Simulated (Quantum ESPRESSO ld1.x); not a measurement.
Problem. These are the eigenvalues of the occupied orbitals of an atom or ion with whole-number occupations (hartree). Method: scalar-relativistic Kohn-Sham, LDA (Slater exchange, VWN5 correlation), spin-polarised, spherical densities, point nucleus; computed with ld1.x of Quantum ESPRESSO 7.5.

orbital  eigenvalue
1s up    -1262.6178
1s down  -1262.6142
2s up     -197.2090
2s down   -197.2070
2p up     -177.1321
2p down   -177.1292
3s up      -40.9493
3s down    -40.9461
3p up      -34.4644
3p down    -34.4610
3d up      -24.8206
3d down    -24.8173
4s up       -8.0267
4s down     -8.0198
4p up       -5.9695
4p down     -5.9619
4d up       -2.9705
4d down     -2.9591
5s up       -1.4768
5s down     -1.4270
5p up       -1.0085
5p down     -0.9582

Which element is it, and in what charge state? The configuration may be excited. Open shells, if any, are filled with parallel spins first.

Solution. Z = 54, xenon, charge +2: Xe2+ in [Kr] 4d10 5s2 5p4. The list shows which subshells hold electrons but not how many an open one holds; the 1s level, -1262.6 hartree, gives Z - s = 50.3 by -(Z - s)^2/2, which with screening and relativity narrows Z to a few neighbours, and the depths of the outer levels then fix element, charge and occupations together.
